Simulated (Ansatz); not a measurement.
`[CH3][Zr]([OH])([Cl])[Cl]` + H–F → `[OH][Zr]([F])([Cl])[Cl]` + CH₄ at 700 K and 1 bar (ligand exchange at a Zr–C bond).

Calculated with Ansatz (gas phase, PBE0-D4/def2-TZVP geometries, no zero-point term in ΔE). CCSD(T)/CBS is the MP2 limit (def2-TZVPP, def2-QZVPP) plus CCSD(T) − MP2 in def2-TZVPP, frozen cores. This one scheme is used for every species. Elements past krypton have def2 core potentials. For Zr outer-core shells are correlated without core-valence functions, which leaves a few kJ/mol of doubt a bond. Each species was taken in one conformer, which may not be the lowest.

| species | CCSD(T)/CBS energy (Eh) | H − E (kJ/mol) | S (J/(mol·K)) |
| --- | --- | --- | --- |
| `[CH3][Zr]([OH])([Cl])[Cl]` | -1082.40614 | 215.1 | 529.6 |
| H–F | -100.39570 | 45.2 | 198.5 |
| `[OH][Zr]([F])([Cl])[Cl]` | -1142.42143 | 114.3 | 479.2 |
| CH₄ | -40.46206 | 145.9 | 224.0 |

H − E and S are ideal-gas, rigid-rotor, harmonic terms from PBE0-D4/def2-TZVP, for one conformer and one mirror image of each species. 1 Eh = 2625.50 kJ/mol, R = 8.31446 J/(mol·K).

Task: By hand: ΔE, ΔH, ΔS and ΔG.

Result: ΔE = (-1142.42143) + (-40.46206) − (-1082.40614) − (-100.39570) = -0.08165 Eh = -214.4 kJ/mol. Δ(H − E) = 114.3 + 145.9 − 215.1 − 45.2 = -0.1, so ΔH = -214.5 kJ/mol. ΔS = 479.2 + 224.0 − 529.6 − 198.5 = -24.9 J/(mol·K). ΔG = -214.5 − 700 × (-24.9)/1000 = -197.1 kJ/mol.

Task: By hand: the equilibrium constant, and the temperature at which ΔG would vanish if ΔH and ΔS stayed fixed.

Result: log₁₀ K = −ΔG/(RT ln 10) = 14.7. ΔG = 0 at ΔH/ΔS = 8614 K, far beyond where these terms or the molecules hold.

ΔH outweighs TΔS. A doubt of 5 kJ/mol in ΔE shifts log₁₀ K by 0.4 here. Other conformers and mirror images would add mixing entropy, several J/(mol·K) or more a flexible species. These are equilibria of isolated gas molecules and say nothing of rates. Largest T1 diagnostic: 0.016 (customary marks: 0.02 for closed shells, 0.045 for open ones).
